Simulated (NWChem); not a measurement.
System: C$_{2}$H$_{4}$FNSi; SMILES C#C[Si@@H](N)F

Output (shortened):

```
             Northwest Computational Chemistry Package (NWChem) 7.3.0
             --------------------------------------------------------

 C1  symmetry detected

                             Geometry "geometry" -> ""
                             -------------------------

 Output coordinates in angstroms (scale by  1.889725989 to convert to a.u.)

  No.       Tag          Charge          X              Y              Z
 ---- ---------------- ---------- -------------- -------------- --------------
    1 C                    6.0000     0.01197604     2.54978171    -0.15708034
    2 C                    6.0000     0.01577083     1.34957174     0.04159947
    3 Si                  14.0000     0.02822341    -0.45087128     0.36781606
    4 N                    7.0000    -1.39724895    -1.11975906    -0.27965132
    5 F                    9.0000     1.39546604    -1.02381206    -0.30742966
    6 H                    1.0000     0.00873328     3.61136095    -0.33272314
    7 H                    1.0000     0.12347969    -0.77503401     1.81014697
    8 H                    1.0000    -1.76557155    -0.81446249    -1.17271258
    9 H                    1.0000    -1.70670200    -2.05316537    -0.03682466

 Effective nuclear repulsion energy (a.u.)     207.9164071419

                                 NWChem DFT Module
                                 -----------------

 Summary of "ao basis" -> "ao basis" (spherical)
 ------------------------------------------------------------------------------
       Tag                 Description            Shells   Functions and Types
 ---------------- ------------------------------  ------  ---------------------
 C                           6-31g*                  6       14   3s2p1d
 Si                          6-31g*                  8       18   4s3p1d
 N                           6-31g*                  6       14   3s2p1d
 F                           6-31g*                  6       14   3s2p1d
 H                           6-31g*                  2        2   2s

            General Information
            -------------------
          SCF calculation type: DFT
          Wavefunction type:  closed shell.
          No. of atoms     :     9
          No. of electrons :    46
           Alpha electrons :    23
            Beta electrons :    23
          Charge           :     0
          Spin multiplicity:     1
          Use of symmetry is: off; symmetry adaption is: off
          Maximum number of iterations: 150
          AO basis - number of functions:    82
                     number of shells:    40
          Convergence on energy requested:  1.00D-06
          Convergence on density requested:  1.00D-05
          Convergence on gradient requested:  5.00D-04

              XC Information
              --------------
                       M06-2X Method XC Functional
                     Hartree-Fock (Exact) Exchange  0.540
                        M06-2X Exchange Functional  1.000
                      M06-2X Correlation Potential  1.000

             Grid Information
             ----------------
          Grid used for XC integration:  xfine
          Radial quadrature: Mura-Knowles
          Angular quadrature: Lebedev.
          Tag              B.-S. Rad. Rad. Pts. Rad. Cut. Ang. Pts.
          ---              ---------- --------- --------- ---------
          C                   0.70      100          12.0      1454
          Si                  1.10      125          11.0      1454
          N                   0.65      100          12.0      1454
          F                   0.50      100          12.0      1454
          H                   0.35      100          13.0      1202
          Grid pruning is: on
          Number of quadrature shells:   925
          Spatial weights used:  Erf1

      Superposition of Atomic Density Guess
      -------------------------------------

 Sum of atomic energies:        -519.79681624

      Non-variational initial energy
      ------------------------------

 Total energy =    -521.705501
 1-e energy   =   -1129.420605
 2-e energy   =     399.798697
 HOMO         =      -0.345669
 LUMO         =       0.020672

     ---------------------------------------------
      Total Density - Mulliken Population Analysis
     ---------------------------------------------

    Atom       Charge   Shell Charges
 -----------   ------   -------------------------------------------------------
    1 C    6     6.12   2.00  0.75  1.80  0.62  0.91  0.03
    2 C    6     6.37   2.00  0.75  1.93  0.77  0.89  0.02
    3 Si  14    12.80   2.00  2.00  5.97  0.84  1.29  0.19  0.28  0.24
    4 N    7     8.19   2.00  0.82  2.67  0.81  1.89  0.01
    5 F    9     9.62   2.00  0.95  3.48  1.00  2.19  0.01
    6 H    1     0.72   0.42  0.30
    7 H    1     1.07   0.47  0.60
    8 H    1     0.55   0.40  0.15
    9 H    1     0.55   0.40  0.15

[...]

                         DFT ENERGY GRADIENTS

    atom               coordinates                        gradient
                 x          y          z           x          y          z
   1 C       0.022631   4.818389  -0.296839    0.000098   0.007163  -0.001277
   2 C       0.029803   2.550321   0.078612    0.000171  -0.010421   0.001803
   3 Si      0.053335  -0.852023   0.695072   -0.010968   0.004473   0.002260
   4 N      -2.640418  -2.116038  -0.528464    0.000731   0.000238   0.000080
   5 F       2.637048  -1.934724  -0.580958    0.010246  -0.004715  -0.004861
   6 H       0.016503   6.824483  -0.628756   -0.000029   0.005615  -0.000875
   7 H       0.233343  -1.464602   3.420682    0.001154  -0.001138   0.003941
   8 H      -3.336446  -1.539111  -2.216105   -0.000726   0.000345  -0.001486
   9 H      -3.225199  -3.879920  -0.069589   -0.000676  -0.001559   0.000414
```

Level: M06-2X/6-31G* (spherical d). Structure relaxed at the PBE0/def2-SVP level.

**Question.** Which NWChem input produces such a log?

**Answer.** This is not unique; one that fits is the input that was run:
```
start job
memory heap 200 mb stack 900 mb global 1100 mb
geometry units angstroms noautoz
  C      0.015059     2.564036    -0.126880
  C      0.038337     1.360466     0.048817
  Si     0.084012    -0.445555     0.339281
  N     -1.425041    -1.095496    -0.106737
  F      1.335075    -1.013313    -0.535969
  H     -0.005405     3.628585    -0.282212
  H      0.383963    -0.795902     1.747031
  H     -1.916061    -0.772427    -0.931935
  H     -1.703316    -2.031499     0.162400
end
basis spherical
  * library 6-31g*
end
dft
  xc m06-2x
  grid xfine
  iterations 150
  mulliken
end
task dft gradient
```
